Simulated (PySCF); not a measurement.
Computed shifts of a molecule C2H8BFN2, PBE/pcSseg-1 in PySCF, GIAO, gas phase, equivalent atoms averaged, in ppm (number of nuclei): ¹⁹F: -177.5 (1). ¹⁵N: 66.2 (1), 52.2 (1). ¹H: 2.94 (3), 2.78 (3), 2.04 (1), 1.90 (1). ¹³C: 40.8 (1), 39.3 (1). References: ¹¹B against BF3 (σ = 83.9 ppm); ¹⁹F against CFCl3 (σ = 133.6 ppm); ¹⁵N against NH3 (σ = 267.0 ppm); ¹H against TMS (σ = 31.49 ppm); ¹³C against TMS (σ = 182.0 ppm), references at their B3LYP-D3(BJ)/def2-TZVP geometries, non-relativistic. The structure is a stationary point at B3LYP-D3(BJ)/def2-SVP. One conformer was computed; it need not be the lowest.

Problem. Which structure fits?
(A) CN(C)B(N)F
(B) CNB(F)NC
(C) CCNB(N)F
(D) C[C@H](F)B(N)N

Solution. A, CN(C)B(N)F
